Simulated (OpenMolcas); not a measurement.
# How methods differ on CH4OZn (SMILES [CH3][Zn][OH])

CH4OZn: 7 atoms, total charge 0, spin state singlet. SMILES: `[CH3][Zn][OH]`. The shape is that of a PBE0-D4/def2-TZVP optimisation.

Each level gives the vertical ionisation energy (to the doublet cation) (eV). The values are calculated.

```json
{"level": "HF/cc-pVDZ", "kind": "Hartree–Fock", "program": "OpenMolcas", "value (eV)": "9.38", "CPU time (all runs)": "34 s"}
{"level": "SVWN5/cc-pVDZ", "kind": "LDA", "program": "OpenMolcas", "value (eV)": "10.62", "CPU time (all runs)": "1.8 min"}
{"level": "M06-L/cc-pVDZ", "kind": "meta-GGA", "program": "OpenMolcas", "value (eV)": "9.96", "CPU time (all runs)": "5.4 min"}
{"level": "TPSS/cc-pVDZ", "kind": "meta-GGA", "program": "OpenMolcas", "value (eV)": "9.88", "CPU time (all runs)": "5.4 min"}
{"level": "r2SCAN/cc-pVDZ", "kind": "meta-GGA", "program": "OpenMolcas", "value (eV)": "10.03", "CPU time (all runs)": "4.3 min"}
{"level": "B3LYP/cc-pVDZ", "kind": "global hybrid", "program": "OpenMolcas", "value (eV)": "10.46", "CPU time (all runs)": "2.6 min"}
{"level": "M06-2X/cc-pVDZ", "kind": "hybrid meta-GGA", "program": "OpenMolcas", "value (eV)": "10.45", "CPU time (all runs)": "4.3 min"}
{"level": "PBE0/cc-pVDZ", "kind": "global hybrid", "program": "OpenMolcas", "value (eV)": "10.17", "CPU time (all runs)": "2.6 min"}
```

The values span 9.38 to 10.62 eV. CPU times are rough (shared hosts, several kinds of processor): they show what a rung costs within a factor of a few.
